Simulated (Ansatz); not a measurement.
Spin states of F3Re (SMILES [F][Re]([F])[F]), each relaxed at B3LYP-D3(BJ)/def2-TZVP; lowest solutions found, singlets restricted, no spin–orbit coupling, no relativity up to Kr.
Multiplicity 3 (charge 0, multiplicity 3):
```xyz
4

Re    -0.01418     0.01710    -0.01429
F     -1.54843    -0.97810    -0.02043
F     -0.01579     1.70406    -0.72092
F      1.52042    -0.67600     0.69959
```
Multiplicity 5 (charge 0, multiplicity 5):
```xyz
4

Re     0.17322    -0.06928     0.07372
F     -1.61825    -0.61311    -0.19206
F     -0.36683     1.54453    -0.75078
F      1.75387    -0.79507     0.81307
```

The values were computed with Ansatz (an electronic-structure program).  In def2 rows elements past Kr take small-core potentials, without spin–orbit coupling.

The energy of multiplicity 5 less that of multiplicity 3 (kcal/mol) and the share of exact exchange:

```json
[
 {"functional": "PBE/def2-TZVPP", "exact exchange (%)": "0", "value": "5.84"},
 {"functional": "PBE0/def2-TZVPP", "exact exchange (%)": "25", "value": "1.33"},
 {"functional": "BLYP/def2-TZVPP", "exact exchange (%)": "0", "value": "9.17"},
 {"functional": "B3LYP/def2-TZVPP", "exact exchange (%)": "20", "value": "6.02"},
 {"functional": "BHLYP/def2-TZVPP", "exact exchange (%)": "50", "value": "0.80"},
 {"functional": "r2SCAN/def2-TZVPP", "exact exchange (%)": "0", "value": "0.37"},
 {"functional": "r2SCANh/def2-TZVPP", "exact exchange (%)": "10", "value": "-0.98"}
]
```

### Question
Take the value as linear in the share of exact exchange along PBE and PBE0. Give the slope, say whether the sign turns, and set the other functionals against that line.

### Answer

Slope: (1.33 − (5.84))/2.5 = -1.81 kcal/mol for each 10 %. The line crosses zero at 32 %, where the sign would turn. At 50 % it gives -3.2 kcal/mol. The LYP pair gives (0.80 − (9.17))/5 = -1.67 for each 10 %. BHLYP, at 50 %, lies 4.0 from the PBE line. B3LYP, at 20 %, lies 3.8 from the PBE line. r2SCAN, with none, stands -5.5 from PBE. The r2SCAN pair gives -1.34 for 10 %.
